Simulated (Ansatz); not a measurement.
Nudged elastic band run: ClF₆HW

Input file:

```yaml
crystal:
  periodic: [false, false, false]
  atoms:
    - { symbol: W, position_ang: [-0.120777, -0.121836, -0.16066] }
    - { symbol: F, position_ang: [0.067328, 0.086047, 1.6773] }
    - { symbol: F, position_ang: [1.707025, -0.138009, -0.333566] }
    - { symbol: F, position_ang: [-0.154165, 1.703925, -0.351373] }
    - { symbol: F, position_ang: [-1.949649, -0.129378, 0.046102] }
    - { symbol: F, position_ang: [-0.11223, -1.948608, 0.063784] }
    - { symbol: F, position_ang: [-0.312321, -0.333069, -1.974278] }
    - { symbol: Cl, position_ang: [2.186245, 2.249494, 1.900667] }
    - { symbol: H, position_ang: [1.330545, 1.383735, 2.369826] }
basis:
  gaussian: { orbitals: def2-SVP }
hamiltonian:
  xc: lda
neb:
  order_check: false
  images: 5
  f_tol: 0.05
  max_iterations: 60
  final_atoms:
    - { symbol: W, position_ang: [0.31411049, 0.31750555, -0.36458701] }
    - { symbol: F, position_ang: [-0.22944591, -0.19861238, 2.86479923] }
    - { symbol: F, position_ang: [1.85455482, 0.05259366, -1.34287253] }
    - { symbol: F, position_ang: [0.04231371, 1.84342327, -1.36358038] }
    - { symbol: F, position_ang: [-1.26591102, 0.63487978, 0.51339259] }
    - { symbol: F, position_ang: [0.63863629, -1.24999441, 0.53292358] }
    - { symbol: F, position_ang: [-0.62444527, -0.6452319, -1.62564616] }
    - { symbol: Cl, position_ang: [1.4866952, 1.52223177, 1.19830392] }
    - { symbol: H, position_ang: [0.42549268, 0.47550566, 2.82506878] }
  initial_path:
    images:
      - { positions_ang: [[-0.120777, -0.121836, -0.16066], [0.067328, 0.086047, 1.6773], [1.707025, -0.138009, -0.333566], [-0.154165, 1.703925, -0.351373], [-1.949649, -0.129378, 0.046102], [-0.11223, -1.948608, 0.063784], [-0.312321, -0.333069, -1.974278], [2.186245, 2.249494, 1.900667], [1.330545, 1.383735, 2.369826]] }
      - { positions_ang: [[-0.08283126, -0.08396913, -0.10275267], [0.05690559, 0.07178164, 1.85554635], [1.75225226, -0.09496128, -0.2300749], [-0.10516191, 1.74970261, -0.24432778], [-1.91862812, -0.08878697, 0.04714023], [-0.07706128, -1.91831486, 0.06130978], [-0.22258045, -0.23922289, -1.92821127], [2.04979206, 2.11703199, 1.52818354], [1.18931411, 1.2390399, 2.2509887]] }
      - { positions_ang: [[-0.04488552, -0.04610225, -0.04484533], [0.04648317, 0.05751628, 2.03379271], [1.79747952, -0.05191357, -0.1265838], [-0.05615882, 1.79548022, -0.13728256], [-1.88760724, -0.04819594, 0.04817847], [-0.04189256, -1.88802172, 0.05883557], [-0.13283989, -0.14537678, -1.88214453], [1.91333913, 1.98456998, 1.15570008], [1.04808321, 1.09434479, 2.1321514]] }
      - { positions_ang: [[-0.00693979, -0.00823538, 0.013062], [0.03606076, 0.04325091, 2.21203906], [1.84270679, -0.00886585, -0.02309269], [-0.00715573, 1.84125783, -0.03023734], [-1.85658636, -0.00760491, 0.0492167], [-0.00672384, -1.85772859, 0.05636135], [-0.04309934, -0.05153067, -1.8360778], [1.77688619, 1.85210797, 0.78321661], [0.90685232, 0.94964969, 2.0133141]] }
      - { positions_ang: [[0.10007697, 0.10034493, -0.112821], [-0.05244146, -0.03737018, 2.42962578], [1.84665613, 0.01162065, -0.46301931], [0.00933408, 1.84197964, -0.47468502], [-1.65969458, 0.20655666, 0.203942], [0.2083962, -1.65515053, 0.21521543], [-0.23688131, -0.24943108, -1.76593392], [1.68015586, 1.74214924, 0.92157905], [0.74639911, 0.79160168, 2.283899]] }
      - { positions_ang: [[0.20709373, 0.20892524, -0.23870401], [-0.14094369, -0.11799128, 2.64721251], [1.85060548, 0.03210716, -0.90294592], [0.0258239, 1.84270146, -0.9191327], [-1.4628028, 0.42071822, 0.35866729], [0.42351625, -1.45257247, 0.37406951], [-0.43066329, -0.44733149, -1.69579004], [1.58342553, 1.6321905, 1.05994148], [0.5859459, 0.63355367, 2.55448389]] }
      - { positions_ang: [[0.31411049, 0.31750555, -0.36458701], [-0.22944591, -0.19861238, 2.86479923], [1.85455482, 0.05259366, -1.34287253], [0.04231371, 1.84342327, -1.36358038], [-1.26591102, 0.63487978, 0.51339259], [0.63863629, -1.24999441, 0.53292358], [-0.62444527, -0.6452319, -1.62564616], [1.4866952, 1.52223177, 1.19830392], [0.42549268, 0.47550566, 2.82506878]] }
```

Launched with:

```bash
$ ansatz run input.yaml --threads 4 --pin off --max-ram 5120MiB --backend cpu --events-out ev --progress --plain --runs-dir out
```

Output, in part (warnings, iteration lines, the closing report on the highest movable image, with atoms numbered from 0):

```
NEB end point (image 0): max|allowed force component| = 6.565e-3 eV/Å (the criterion of neb.relax_end_points is 1.000e-2)
NEB end point (image 6): max|allowed force component| = 1.634e-2 eV/Å (the criterion of neb.relax_end_points is 1.000e-2)
NEB iter   1: max|band force component| = 7.627e0 eV/Å  barrier→ = 5.6962 eV  barrier← = 5.2324 eV  Δτ_max = 0.2000 Å  (533 SCF iters)
NEB iter   2: max|band force component| = 4.709e0 eV/Å  barrier→ = 3.0966 eV  barrier← = 2.6328 eV  Δτ_max = 0.2000 Å  (205 SCF iters)
NEB iter   3: max|band force component| = 2.415e0 eV/Å  barrier→ = 1.6175 eV  barrier← = 1.1538 eV  Δτ_max = 0.1904 Å  (197 SCF iters)
NEB iter   4: max|band force component| = 1.612e0 eV/Å  barrier→ = 1.1115 eV  barrier← = 0.6477 eV  Δτ_max = 0.1960 Å  (188 SCF iters)
NEB iter   5: max|band force component| = 1.198e0 eV/Å  barrier→ = 0.8309 eV  barrier← = 0.3671 eV  Δτ_max = 0.1355 Å  (178 SCF iters)
NEB iter   6: max|band force component| = 3.533e-1 eV/Å  barrier→ = 0.6809 eV  barrier← = 0.2171 eV  CI = image 3  Δτ_max = 0.1597 Å  (173 SCF iters)
NEB iter   7: max|band force component| = 5.193e-1 eV/Å  barrier→ = 0.7632 eV  barrier← = 0.2994 eV  CI = image 3  Δτ_max = 0.0567 Å  (175 SCF iters)
NEB iter   8: max|band force component| = 2.631e-1 eV/Å  barrier→ = 0.7404 eV  barrier← = 0.2767 eV  CI = image 3  Δτ_max = 0.0492 Å  (164 SCF iters)
NEB iter   9: max|band force component| = 8.597e-2 eV/Å  barrier→ = 0.7237 eV  barrier← = 0.2599 eV  CI = image 3  Δτ_max = 0.0724 Å  (157 SCF iters)
NEB iter  10: max|band force component| = 1.368e-1 eV/Å  barrier→ = 0.7131 eV  barrier← = 0.2494 eV  CI = image 3  Δτ_max = 0.0365 Å  (166 SCF iters)
NEB iter  11: max|band force component| = 1.135e-1 eV/Å  barrier→ = 0.7086 eV  barrier← = 0.2448 eV  CI = image 3  Δτ_max = 0.0367 Å  (157 SCF iters)
NEB iter  12: max|band force component| = 9.076e-2 eV/Å  barrier→ = 0.7057 eV  barrier← = 0.2419 eV  CI = image 3  Δτ_max = 0.0365 Å  (158 SCF iters)
NEB iter  13: max|band force component| = 8.812e-2 eV/Å  barrier→ = 0.7045 eV  barrier← = 0.2407 eV  CI = image 3  Δτ_max = 0.0366 Å  (157 SCF iters)
NEB iter  14: max|band force component| = 8.107e-2 eV/Å  barrier→ = 0.7036 eV  barrier← = 0.2398 eV  CI = image 3  Δτ_max = 0.0364 Å  (155 SCF iters)
NEB iter  15: max|band force component| = 7.124e-2 eV/Å  barrier→ = 0.7034 eV  barrier← = 0.2396 eV  CI = image 3  Δτ_max = 0.0365 Å  (157 SCF iters)
NEB iter  16: max|band force component| = 7.600e-2 eV/Å  barrier→ = 0.7034 eV  barrier← = 0.2396 eV  CI = image 3  Δτ_max = 0.0364 Å  (152 SCF iters)
NEB iter  17: max|band force component| = 7.893e-2 eV/Å  barrier→ = 0.7034 eV  barrier← = 0.2396 eV  CI = image 3  Δτ_max = 0.0725 Å  (127 SCF iters)
NEB iter  18: max|band force component| = 1.269e-1 eV/Å  barrier→ = 0.7034 eV  barrier← = 0.2396 eV  CI = image 3  Δτ_max = 0.1493 Å  (125 SCF iters)
NEB iter  19: max|band force component| = 1.545e-1 eV/Å  barrier→ = 0.7034 eV  barrier← = 0.2396 eV  CI = image 3  Δτ_max = 0.1486 Å  (149 SCF iters)
NEB iter  20: max|band force component| = 1.849e-1 eV/Å  barrier→ = 0.7034 eV  barrier← = 0.2396 eV  CI = image 3  Δτ_max = 0.0721 Å  (161 SCF iters)
NEB iter  21: max|band force component| = 9.212e-2 eV/Å  barrier→ = 0.7033 eV  barrier← = 0.2395 eV  CI = image 3  Δτ_max = 0.0732 Å  (162 SCF iters)
NEB iter  22: max|band force component| = 1.996e-1 eV/Å  barrier→ = 0.7031 eV  barrier← = 0.2393 eV  CI = image 3  Δτ_max = 0.0369 Å  (161 SCF iters)
NEB iter  23: max|band force component| = 1.656e-1 eV/Å  barrier→ = 0.7022 eV  barrier← = 0.2384 eV  CI = image 3  Δτ_max = 0.0367 Å  (157 SCF iters)
NEB iter  24: max|band force component| = 1.787e-1 eV/Å  barrier→ = 0.6995 eV  barrier← = 0.2357 eV  CI = image 3  Δτ_max = 0.0183 Å  (159 SCF iters)
NEB iter  25: max|band force component| = 2.915e-1 eV/Å  barrier→ = 0.6961 eV  barrier← = 0.2323 eV  CI = image 3  Δτ_max = 0.0091 Å  (157 SCF iters)
NEB iter  26: max|band force component| = 1.295e-1 eV/Å  barrier→ = 0.6942 eV  barrier← = 0.2304 eV  CI = image 3  Δτ_max = 0.0183 Å  (156 SCF iters)
NEB iter  27: max|band force component| = 1.304e-1 eV/Å  barrier→ = 0.6897 eV  barrier← = 0.2259 eV  CI = image 3  Δτ_max = 0.0367 Å  (155 SCF iters)
NEB iter  28: max|band force component| = 1.611e-1 eV/Å  barrier→ = 0.6785 eV  barrier← = 0.2147 eV  CI = image 3  Δτ_max = 0.0366 Å  (159 SCF iters)
NEB iter  29: max|band force component| = 1.723e-1 eV/Å  barrier→ = 0.6653 eV  barrier← = 0.2015 eV  CI = image 3  Δτ_max = 0.0732 Å  (158 SCF iters)
NEB iter  30: max|band force component| = 2.696e-1 eV/Å  barrier→ = 0.6347 eV  barrier← = 0.1709 eV  CI = image 3  Δτ_max = 0.0731 Å  (161 SCF iters)
NEB iter  31: max|band force component| = 4.190e-1 eV/Å  barrier→ = 0.5979 eV  barrier← = 0.1341 eV  CI = image 3  Δτ_max = 0.0728 Å  (160 SCF iters)
NEB iter  32: max|band force component| = 9.586e-1 eV/Å  barrier→ = 0.5899 eV  barrier← = 0.1261 eV  CI = image 5  Δτ_max = 0.0366 Å  (167 SCF iters)
NEB iter  33: max|band force component| = 7.041e-1 eV/Å  barrier→ = 0.5964 eV  barrier← = 0.1326 eV  CI = image 5  Δτ_max = 0.0736 Å  (158 SCF iters)
NEB iter  34: max|band force component| = 9.705e-1 eV/Å  barrier→ = 0.6064 eV  barrier← = 0.1426 eV  CI = image 5  Δτ_max = 0.1450 Å  (172 SCF iters)
NEB iter  35: max|band force component| = 5.746e-1 eV/Å  barrier→ = 0.6091 eV  barrier← = 0.1453 eV  CI = image 5  Δτ_max = 0.1987 Å  (175 SCF iters)
NEB iter  36: max|band force component| = 4.652e-1 eV/Å  barrier→ = 0.6085 eV  barrier← = 0.1447 eV  CI = image 5  Δτ_max = 0.1195 Å  (176 SCF iters)
NEB iter  37: max|band force component| = 2.348e-1 eV/Å  barrier→ = 0.6073 eV  barrier← = 0.1435 eV  CI = image 5  Δτ_max = 0.0622 Å  (173 SCF iters)
NEB iter  38: max|band force component| = 2.263e-1 eV/Å  barrier→ = 0.6067 eV  barrier← = 0.1429 eV  CI = image 5  Δτ_max = 0.1984 Å  (159 SCF iters)
NEB iter  39: max|band force component| = 6.206e-1 eV/Å  barrier→ = 0.6062 eV  barrier← = 0.1424 eV  CI = image 5  Δτ_max = 0.0994 Å  (164 SCF iters)
NEB iter  40: max|band force component| = 1.534e-1 eV/Å  barrier→ = 0.6059 eV  barrier← = 0.1421 eV  CI = image 5  Δτ_max = 0.1984 Å  (164 SCF iters)
NEB iter  41: max|band force component| = 5.611e-1 eV/Å  barrier→ = 0.6057 eV  barrier← = 0.1419 eV  CI = image 5  Δτ_max = 0.1018 Å  (162 SCF iters)
NEB iter  42: max|band force component| = 1.563e-1 eV/Å  barrier→ = 0.6056 eV  barrier← = 0.1418 eV  CI = image 5  Δτ_max = 0.1970 Å  (161 SCF iters)
NEB iter  43: max|band force component| = 4.759e-1 eV/Å  barrier→ = 0.6056 eV  barrier← = 0.1418 eV  CI = image 5  Δτ_max = 0.0990 Å  (170 SCF iters)
NEB iter  44: max|band force component| = 1.073e-1 eV/Å  barrier→ = 0.6056 eV  barrier← = 0.1418 eV  CI = image 5  Δτ_max = 0.1235 Å  (165 SCF iters)
NEB iter  45: max|band force component| = 2.195e-1 eV/Å  barrier→ = 0.6055 eV  barrier← = 0.1417 eV  CI = image 5  Δτ_max = 0.0625 Å  (162 SCF iters)
NEB iter  46: max|band force component| = 3.298e-2 eV/Å  barrier→ = 0.6055 eV  barrier← = 0.1417 eV  CI = image 5  Δτ_max = 0.0000 Å  (321 SCF iters)
Total energy: -30510.48991998 eV, -1121.2398238065 hartree
Atom 0 at     0.263526     0.260728    -0.139738 Å, force     0.001950     0.002118    -0.000846 eV/Å
Atom 1 at    -0.004989    -0.239517     2.354616 Å, force     0.001284     0.001037     0.003578 eV/Å
Atom 2 at     1.912343     0.015197    -0.938767 Å, force     0.000672     0.000516     0.001144 eV/Å
Atom 3 at     0.116949     1.751749    -1.223883 Å, force     0.000838    -0.000521    -0.000861 eV/Å
Atom 4 at    -1.407611     0.656429     0.525548 Å, force     0.000153     0.000043     0.001026 eV/Å
Atom 5 at     0.446951    -1.497048     0.376825 Å, force    -0.000574    -0.000283    -0.000864 eV/Å
Atom 6 at    -0.565424    -0.501101    -1.605021 Å, force    -0.001370    -0.000291    -0.000061 eV/Å
Atom 7 at     1.400102     1.760247     1.270958 Å, force    -0.001066     0.000240    -0.001831 eV/Å
Atom 8 at     0.480154     0.545617     2.617264 Å, force    -0.001885    -0.002859    -0.001285 eV/Å
Dipole moment:     0.104301     0.136425     0.470043 e Å
```

It converged. A vibrational analysis at the climbing image gives one clearly imaginary mode, 91i cm⁻¹: a first-order saddle point. The orbitals stay closed-shell, which can raise the energy where a bond breaks towards radicals; this wasn't checked here.

Final band (atoms are numbered from 1 in the order of the input):

```json
{"image": "0", "path coordinate (Å)": "0.00", "energy (eV)": "0.00", "W1–F2 (Å)": "1.86", "Cl8–H9 (Å)": "1.30", "W1–Cl8 (Å)": "3.90"}
{"image": "1", "path coordinate (Å)": "1.04", "energy (eV)": "0.00", "W1–F2 (Å)": "1.86", "Cl8–H9 (Å)": "1.30", "W1–Cl8 (Å)": "4.05"}
{"image": "2", "path coordinate (Å)": "2.08", "energy (eV)": "0.20", "W1–F2 (Å)": "1.86", "Cl8–H9 (Å)": "1.30", "W1–Cl8 (Å)": "3.57"}
{"image": "3", "path coordinate (Å)": "3.11", "energy (eV)": "0.22", "W1–F2 (Å)": "1.89", "Cl8–H9 (Å)": "1.31", "W1–Cl8 (Å)": "2.89"}
{"image": "4", "path coordinate (Å)": "4.15", "energy (eV)": "0.41", "W1–F2 (Å)": "2.21", "Cl8–H9 (Å)": "1.74", "W1–Cl8 (Å)": "2.47"}
{"image": "5", "path coordinate (Å)": "5.18", "energy (eV)": "0.61", "W1–F2 (Å)": "2.56", "Cl8–H9 (Å)": "2.03", "W1–Cl8 (Å)": "2.35"}
{"image": "6", "path coordinate (Å)": "6.10", "energy (eV)": "0.46", "W1–F2 (Å)": "3.32", "Cl8–H9 (Å)": "2.21", "W1–Cl8 (Å)": "2.30"}
```

Time of the run: 3.3 min on 4 threads of Intel(R) Xeon(R) Platinum 8488C (Sapphire Rapids) (shared host), peak memory 0.24 GiB.
